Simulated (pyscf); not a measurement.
Optimised with ωB97X-D3(BJ)/def2-SVP in PySCF. Correlated levels are frozen-core, on RHF or UHF. ΔMP2 is the change of the MP2 total energy from the triple- to the quadruple-zeta basis.

Task: For •H₂C–AlH₂ -> [H₃C–AlH]•, a hydrogen shift (doublet surface; Al–H broken, C–H formed), PBE/def2-TZVP gives ΔE‡ = 1.20 eV and ΔE = -0.84 eV (zero: the reactant's lowest minimum found). In which direction and how far do PBE0-D3(BJ)/def2-TZVP, ωB97M-D3(BJ)/def2-TZVP, CCSD(T)/def2-TZVPP + ΔMP2(QZVPP) move these?

Result: PBE0-D3(BJ): ΔE‡ = 1.45 eV, ΔE = -0.78 eV; ωB97M-D3(BJ): ΔE‡ = 1.61 eV, ΔE = -0.63 eV; CCSD(T): ΔE‡ = 1.60 eV, ΔE = -0.66 eV. PBE's barrier lies under all of them, by 0.25 to 0.41 eV. Its reaction energy lies under all of them, by 0.06 to 0.22 eV. Low barriers are usual for a GGA, whose delocalisation error favours stretched bonds. This is the saddle that the search found; another between the same sides may lie lower. The CCSD(T) − MP2 part came from Ansatz, without density fitting, on the same reference. A UHF reference is spin-contaminated (<S²> up to 0.86), which harms MP2 most.
